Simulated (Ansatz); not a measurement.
Saddle point of BH₃BrF, singlet (BH₂F ([BH2][F]) + HBr → BH₂Br ([BH2][Br]) + HF; bonds formed: B1–Br6, F2–H5; bonds broken: B1–F2, H5–Br6), PBE0-D4/def2-TZVP structure:

```json
{"atom": "B1", "x (Å)": "-0.0778", "y (Å)": "0.3022", "z (Å)": "-0.4784"}
{"atom": "F2", "x (Å)": "1.2216", "y (Å)": "0.0802", "z (Å)": "0.2690"}
{"atom": "H3", "x (Å)": "-0.1035", "y (Å)": "-0.3098", "z (Å)": "-1.4959"}
{"atom": "H4", "x (Å)": "-0.4699", "y (Å)": "1.4155", "z (Å)": "-0.3464"}
{"atom": "H5", "x (Å)": "0.5255", "y (Å)": "-0.5588", "z (Å)": "1.0062"}
{"atom": "Br6", "x (Å)": "-1.0960", "y (Å)": "-0.9293", "z (Å)": "1.0455"}
```

Energies are electronic, without zero-point energy. Barriers and step energies count from the start structure reached by relaxing down the imaginary mode; all methods use the PBE0-D4 structures, on which another method's saddle can fall below an end. Computed with Ansatz 0.2.0 (basis: def2-TZVPP, with def2-QZVPP for the basis limit); correlated methods freeze the cores. Filled d shells of the heavier atoms are correlated. The def2 sets are not built for correlating such inner shells, so the correlated values are less sure here. B3LYP uses VWN-RPA correlation. Extrapolation: Hartree–Fock as exp(−7.88 √X), correlation as X^−2.97.

```csv
method,barrier (kcal/mol),step energy (kcal/mol)
SPW92,?,10.19
PBE-D4,15.79,11.15
BLYP-D4,21.70,14.13
r2SCAN-D4,18.62,12.04
B97M-V,24.76,13.74
PBE0-D4,?,11.43
B3LYP-D4,23.68,14.17
r2SCAN0-D4,20.75,12.02
BHLYP-D4,27.77,14.59
CAM-B3LYP-D4,23.95,14.75
wB97X-V,23.24,13.00
wB97M-V,?,12.70
B2PLYP,23.92,13.57
PBE-QIDH,21.19,11.43
RPA on PBE,23.85,13.75
HF,39.82,17.08
MP2,21.60,11.42
CCSD,26.81,13.41
CCSD(T),24.04,12.68
```

Q: Fill in the withheld barriers. (Judge from chemistry; the value comes from the calculation.)

A: The calculation gives: SPW92 7.75; PBE0-D4 19.04; wB97M-V 22.46 kcal/mol. Each is the energy of the saddle less that of the start structure, by the same method.

For comparison, the barrier by CCSD(T) at an estimated basis limit (MP2 extrapolated from triple and quadruple zeta, plus CCSD(T) − MP2 in triple zeta) is 23.55 kcal/mol.

The T1 diagnostic stays at or below 0.010.

Labels in which every atom is bracketed show which atoms are joined, not bond orders.

For scale, one of the runs: CCSD(T)/def2-TZVPP, 152 basis functions, launched by `ansatz run in.yaml --threads 2 --pin off --events-out ev --progress --plain --max-ram 4352MiB`. The run took 44 s on 2 CPU threads of an Arm Neoverse V1 (shared host), with 1.1 GiB of host memory at its peak.
